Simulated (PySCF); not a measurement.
The PySCF input:
```python
from pyscf import gto, scf, dft
from pyscf.prop import polarizability

mol = gto.M(
    atom='''
Si   -0.729491    1.820910   -0.425070
P     0.195150   -0.176418   -0.736043
Si    1.859553   -0.164536    0.737256
Si   -1.277170   -1.523061    0.243212
H     0.234209    2.811643   -0.897645
H    -1.052618    2.081124    0.981093
H    -1.954174    1.845841   -1.221015
H     2.832435    0.819154    0.268804
H     2.424216   -1.511793    0.744622
H     1.415051    0.188755    2.088930
H    -0.688960   -2.860097    0.245967
H    -2.493549   -1.476221   -0.564187
H    -1.584359   -1.118518    1.618492
''',
    basis='6-31g',
    charge=0,
    spin=0,
    verbose=3,
)

mf = dft.RKS(mol)
mf.xc = 'pbe0'
mf.kernel()
alpha = mf.Polarizability().polarizability()[2, 2]
print('alpha_zz =', alpha)
```

Estimate the HOMO energy that PBE0/6-31G, polarisability (PySCF) returns for this input.

-6.74 eV

Give the total energy at the level PBE0/6-31G, polarisability.

-1214.5376 Eh

Estimate the number of basis functions that PBE0/6-31G, polarisability returns for this input.

70

Predict the Mulliken (on the basis functions themselves) charges in atom order from PBE0/6-31G, polarisability.

Si1 0.37, P2 -0.40, Si3 0.37, Si4 0.37, H5 -0.07, H6 -0.08, H7 -0.07, H8 -0.07, H9 -0.07, H10 -0.08, H11 -0.07, H12 -0.07, H13 -0.08

What is the computed polarisability along z (PBE0/6-31G, polarisability)?

79.1 bohr³

Roughly what does it cost on one core?

very roughly 21 core-seconds.
